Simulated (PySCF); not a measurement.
How methods differ on the ionisation energy of Er⁶⁶⁺

Er⁶⁶⁺ 1s2 (1S) → Er⁶⁷⁺ 1s1 (2S), as a difference of total energies. Calculation: PySCF 2.14, in an uncontracted even-tempered set (17 s from 180 bohr⁻², ratio 2.2; 7 p from 270 bohr⁻², ratio 2.4; 4 d from 820 bohr⁻², ratio 2.4; 3 f from 1200 bohr⁻², ratio 2.4; 3 g from 1900 bohr⁻², ratio 2.4); the spin-free X2C one-electron Hamiltonian (Gaussian nucleus). Correlated levels: nothing frozen; virtual orbitals above 40 to 60 times the deepest correlated orbital energy dropped. The calculations carry no spin-orbit coupling.

| method | ionisation energy (eV) | difference from reference (eV) |
| --- | --- | --- |
| UHF | 65997.9 | +149.7 |
| MP2 (all electrons) | 65999.7 | +151.5 |
| SCS-MP2 (all electrons) | 66000.1 | +151.9 |
| CCSD (all electrons) | 65999.7 | +151.5 |

Reference: 65848.24 ± 0.12 eV (theoretical estimate listed by NIST; NIST Atomic Spectra Database, ionization energies).

For this ion Breit and QED terms and the two-electron picture change, all absent here, outweigh the differences among the correlated methods.

With two correlated electrons CCSD is exact in that space.
